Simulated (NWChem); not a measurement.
System meant: C$_{4}$H$_{12}$NSi, doublet; SMILES CN(C)[Si](C)C

Here is an NWChem input.

```
start job
memory heap 200 mb stack 900 mb global 1100 mb
geometry units angstroms noautoz
  C     -1.208069    -1.757772     0.013975
  N     -0.000277    -0.957129     0.041819
  C      1.208667    -1.756092     0.015761
  Si    -0.001122     0.743392    -0.469404
  C     -1.549017     1.572572     0.269475
  C      1.545694     1.574150     0.269995
  H     -1.281592    -2.400622    -0.898221
  H     -1.248138    -2.440473     0.895006
  H     -2.110009    -1.116605     0.048812
  H      2.109655    -1.113675     0.052033
  H      1.284473    -2.398787    -0.896357
  H      1.248324    -2.438795     0.896810
  H     -1.496207     2.663871     0.077241
  H     -2.494160     1.207282    -0.179229
  H     -1.597912     1.415220     1.368894
  H      2.491283     1.211116    -0.179595
  H      1.490890     2.665618     0.079287
  H      1.595295     1.415401     1.369182
end
basis spherical
  C library def2-svp
  N library def2-svp
  Si library def2-svp
  H library def2-svp
end
dft
  odft
  mult 3
  xc pbe0
  iterations 150
  mulliken
end
task dft energy
```

End of the output:

```
 Summary of "ao basis" -> "" (spherical)
 ------------------------------------------------------------------------------
       Tag                 Description            Shells   Functions and Types
 ---------------- ------------------------------  ------  ---------------------
 C                          def2-svp                 6       14   3s2p1d
 N                          def2-svp                 6       14   3s2p1d
 Si                         def2-svp                 8       18   4s3p1d
 H                          def2-svp                 3        5   2s1p

                                 NWChem DFT Module
                                 -----------------

 Summary of "ao basis" -> "ao basis" (spherical)
 ------------------------------------------------------------------------------
       Tag                 Description            Shells   Functions and Types
 ---------------- ------------------------------  ------  ---------------------
 C                          def2-svp                 6       14   3s2p1d
 N                          def2-svp                 6       14   3s2p1d
 Si                         def2-svp                 8       18   4s3p1d
 H                          def2-svp                 3        5   2s1p

      Symmetry analysis of basis
      --------------------------

        a'         81
        a"         67

  number of electrons :                   57
  multiplicity        :                    3
 ------------------------------------------------------------------------
  no. of electrons and multiplicity not compatible                  57
 ------------------------------------------------------------------------
 ------------------------------------------------------------------------
  current input line :
    36: task dft energy
 ------------------------------------------------------------------------
 ------------------------------------------------------------------------
 There is an error in the input file
 ------------------------------------------------------------------------
 For more information see the NWChem manual at https://nwchemgit.github.io

0: no. of electrons and multiplicity not compatible:Received an Error in Communication
```

Task: What is wrong, and how is it mended?

Result: The input was rejected before any calculation. Cause: the multiplicity doesn't fit the number of electrons (an even count wants an odd multiplicity, and the reverse). This input runs:
```
start job
memory heap 200 mb stack 900 mb global 1100 mb
geometry units angstroms noautoz
  C     -1.208069    -1.757772     0.013975
  N     -0.000277    -0.957129     0.041819
  C      1.208667    -1.756092     0.015761
  Si    -0.001122     0.743392    -0.469404
  C     -1.549017     1.572572     0.269475
  C      1.545694     1.574150     0.269995
  H     -1.281592    -2.400622    -0.898221
  H     -1.248138    -2.440473     0.895006
  H     -2.110009    -1.116605     0.048812
  H      2.109655    -1.113675     0.052033
  H      1.284473    -2.398787    -0.896357
  H      1.248324    -2.438795     0.896810
  H     -1.496207     2.663871     0.077241
  H     -2.494160     1.207282    -0.179229
  H     -1.597912     1.415220     1.368894
  H      2.491283     1.211116    -0.179595
  H      1.490890     2.665618     0.079287
  H      1.595295     1.415401     1.369182
end
basis spherical
  * library def2-svp
end
dft
  odft
  mult 2
  xc pbe0
  iterations 150
  mulliken
end
task dft energy
```
It converges to -503.24617 Ha (PBE0/def2-SVP, spin-unrestricted).
